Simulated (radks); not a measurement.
Spherical quantum dot in the effective-mass picture: electrons in a hard-walled sphere of radius 1.62, with a point charge +1 (a donor) at the centre, all in effective atomic units (hartree* = m*/eps^2 hartree, bohr* = eps/m* bohr), one dielectric constant everywhere. Calculated with a radial shooting solver with Libxc functionals: non-relativistic Kohn-Sham, LDA (Slater exchange, Perdew-Wang correlation), spin-polarised, spherical densities. Levels are named by radial order and angular momentum (1s, 1p, 1d, 2s, ...), and open shells are averaged over m. Results are scaled to m* = 0.279 and eps = 13.4, for which hartree* = 42.28 meV and bohr* = 2.542 nm.

N = 23, configuration 1s2 1p6 1d10 2s2 1f(up 3, down 0). This is the lowest configuration that the search found. Occupied and some empty levels:

level,occupation,eigenvalue (meV),<r> (nm)
1s up,1,849.03,2.429
1s down,1,852.29,2.419
1p up,3,907.45,2.690
1p down,3,911.29,2.686
1d up,5,992.48,2.841
1d down,5,996.61,2.839
2s up,1,1074.7,1.850
2s down,1,1076.5,1.856
1f up,3,1102.5,2.952
1f down,0,1106.7,2.951
1g up,0,1235.6,3.039
1g down,0,1240.0,3.039
2p up,0,1245.1,2.152
2p down,0,1247.2,2.152
2d up,0,1424.5,2.344
2d down,0,1427.0,2.344

Energy (meV): total 13357.3, kinetic 5850.0, external -1050.0, Hartree 9503.4, exchange-correlation -946.08.
